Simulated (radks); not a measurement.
Values are calculated unless marked as measured or tabulated.
Successive ionisation energies (eV) of one element, from differences of total energies of ions in their ground configurations, starting at charge 0: 9.548, 21.161, 33.370, 46.594, 60.608, 75.126, 97.047, 113.76, 131.00, 148.66, 166.58, 253.83. Level of theory: scalar-relativistic Kohn-Sham, r2SCAN, spin-polarised, spherical densities, finite nucleus; open shells are filled with parallel spins first (spin-orbit coupling, left out, can overturn this in heavy ions); meta-GGA in the generalised Kohn-Sham scheme; Fermi nuclear charge, rms radius 5.4371 fm (a radial shooting solver on a logarithmic mesh with Libxc functionals). Which element is it?

Answer. Gold (Z = 79). The first species listed is Au in [Xe] 4f14 5d10 6s1, the last Au11+ in [Xe] 4f14.
